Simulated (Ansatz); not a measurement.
Consider the silylene formation by 1,1-elimination: `C[Si](C)(S)Cl` → `CC` + `S[Si]Cl`.

Gas-phase electronic energies from Ansatz, PBE0-D4/def2-TZVP geometries. CBS: MP2 limit from def2 TZ/QZ plus the TZ coupled-cluster correction, frozen cores. This one scheme is used for every species. Each species was taken in one conformer, which may not be the lowest.

`C[Si](C)(S)Cl`:

Cartesian coordinates in Å:
```
C 0.909 1.485 0.121
Si -0.382 0.183 -0.168
C 0.295 -1.546 -0.209
S -1.825 0.424 1.387
Cl -1.258 0.527 -2.012
H 0.462 2.481 0.119
H 1.663 1.448 -0.669
H 1.404 1.327 1.082
H -0.502 -2.272 -0.384
H 1.028 -1.647 -1.013
H 0.777 -1.785 0.742
H -2.571 -0.626 1.004
```

`CC`:

Cartesian coordinates in Å:
```
C -0.649 -0.061 -0.389
C 0.649 0.061 0.389
H -1.486 -0.312 0.268
H -0.900 0.873 -0.897
H -0.585 -0.842 -1.151
H 1.486 0.312 -0.268
H 0.899 -0.873 0.897
H 0.585 0.842 1.151
```

`S[Si]Cl`:

```xyz
4

S     0.825   -0.389    0.669
Si   -0.899    0.414   -0.301
Cl   -0.240    0.158   -2.264
H     0.313   -0.183    1.896
```

```json
{"level": "MP2/def2-TZVPP", "ΔE (kJ/mol)": "213.0"}
{"level": "SCS-MP2/def2-TZVPP", "ΔE (kJ/mol)": "198.7"}
```

Task: What does CCSD(T)/CBS give? (An estimate is asked.)

Result: The calculation gave: +199.2 kJ/mol. The listed levels differ from it by 13.8, -0.5 kJ/mol.

Task: What do rigid-rotor, harmonic-oscillator terms from PBE0-D4/def2-TZVP frequencies (298.15 K, 1 bar) make of the CCSD(T)/CBS value? (Best estimate.)

Result: The calculation gave: ΔZPE = +1.6 kJ/mol, ΔH = +200.8 kJ/mol, ΔS = 143 J/(mol·K), ΔG = +158.2 kJ/mol.

Largest T1 diagnostic among the species: 0.014.

From r2SCAN to r2SCAN0 (25 % exact exchange), in def2-TZVPP and without D4, ΔE moves by +6.5 kJ/mol. At CCSD(T), def2-SVP lies −28.5 kJ/mol from the extrapolated value and def2-TZVPP −5.2 kJ/mol.
